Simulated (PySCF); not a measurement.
InHF₂, SMILES [F][InH][F]. Atoms are numbered in the order given.

```xyz
4

In     0.0000     0.0000    -0.2850
H      0.0000     0.0000    -1.9784
F      0.0000    -1.5714     0.8858
F      0.0000     1.5714     0.8858
```
Charge 0, spin multiplicity 1.

The structure is a stationary point at PBE-D3(BJ)/def2-TZVP. The def2 effective core potentials stand for the cores of In; spin–orbit coupling is left out.

Method: CAM-B3LYP/def2-TZVPD in PySCF.

Symmetry labels are those of the subgroup C2v that the program uses (full group C2v).

Problem. List the valence orbital energies around the gap with their symmetry. (Estimate from the structure and the level; the computed values follow.)

Solution. 
| orbital | symmetry | energy (eV) |
|---|---|---|
| HOMO−7 | B2 | -23.78 |
| HOMO−6 | A1 | -14.85 |
| HOMO−5 | A1 | -12.77 |
| HOMO−4 | B2 | -12.71 |
| HOMO−3 | B1 | -12.44 |
| HOMO−2 | A2 | -12.11 |
| HOMO−1 | B2 | -11.96 |
| HOMO | A1 | -11.53 |
| LUMO | A1 | -1.23 |
| LUMO+1 | B1 | -1.14 |
| LUMO+2 | B2 | 0.38 |
| LUMO+3 | A1 | 0.54 |
